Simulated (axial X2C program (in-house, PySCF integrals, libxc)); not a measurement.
InB along the bond: HF, spin-free

All values were computed with an axial X2C code built on PySCF integrals. Spin-free means the one-electron spin-free X2C Hamiltonian. Basis: In dyall-cv3z [11s12p9d4f1g], B dyall-v3z [7s6p2d1f] (cores contracted in-house); Gaussian nuclei, density fitting, unrestricted open shells. Masses: In 114.904 u, B 11.009 u.

State: M_S = 1, Λ = 0 (beyond evenly filled blocks: π+α, π-α). Dipoles are positive if B is the positive end.

```json
{"R (Å)": "1.931", "μ (D)": "-2.234", "HOMO (eV)": "-8.12", "LUMO (eV)": "-0.09", "⟨S²⟩": "2.637"}
{"R (Å)": "2.020", "μ (D)": "-2.350", "HOMO (eV)": "-7.95", "LUMO (eV)": "-0.13", "⟨S²⟩": "2.589"}
{"R (Å)": "2.087", "μ (D)": "-2.437", "HOMO (eV)": "-7.84", "LUMO (eV)": "-0.14", "⟨S²⟩": "2.546"}
{"R (Å)": "2.153", "μ (D)": "-2.545", "HOMO (eV)": "-7.74", "LUMO (eV)": "-0.13", "⟨S²⟩": "2.501"}
{"R (Å)": "2.220", "μ (D)": "-2.686", "HOMO (eV)": "-7.63", "LUMO (eV)": "-0.11", "⟨S²⟩": "2.456"}
{"R (Å)": "2.298", "μ (D)": "-2.905", "HOMO (eV)": "-7.50", "LUMO (eV)": "-0.08", "⟨S²⟩": "2.409"}
{"R (Å)": "2.375", "μ (D)": "-3.179", "HOMO (eV)": "-7.36", "LUMO (eV)": "-0.06", "⟨S²⟩": "2.366"}
{"R (Å)": "2.475", "μ (D)": "-3.603", "HOMO (eV)": "-7.17", "LUMO (eV)": "-0.03", "⟨S²⟩": "2.319"}
{"R (Å)": "2.597", "μ (D)": "-4.196", "HOMO (eV)": "-6.92", "LUMO (eV)": "-0.02", "⟨S²⟩": "2.270"}
{"R (Å)": "2.775", "μ (D)": "-5.119", "HOMO (eV)": "-6.57", "LUMO (eV)": "-0.05", "⟨S²⟩": "2.201"}
```

(1) The minimum lies at 2.229 Å. What is the dipole moment there, and its slope?

The state is one determinant with fixed occupations, lowest in a PBE0 search at one distance only: followed along the bond, the spin-free determinant M_S = 1, Λ = 1 reaches 0.02 eV lower at PBE0, at Re = 2.419 Å, so the state shown is not the lowest. The determinant is spin-polarised beyond a pure state at some levels (its spin-free form has ⟨S²⟩ too high), which makes Re and μ there less reliable.

## Answers

(1) At HF, spin-free, with the sign and origin stated: μ = -2.71 D, dμ/dR = -2.50 D/Å.
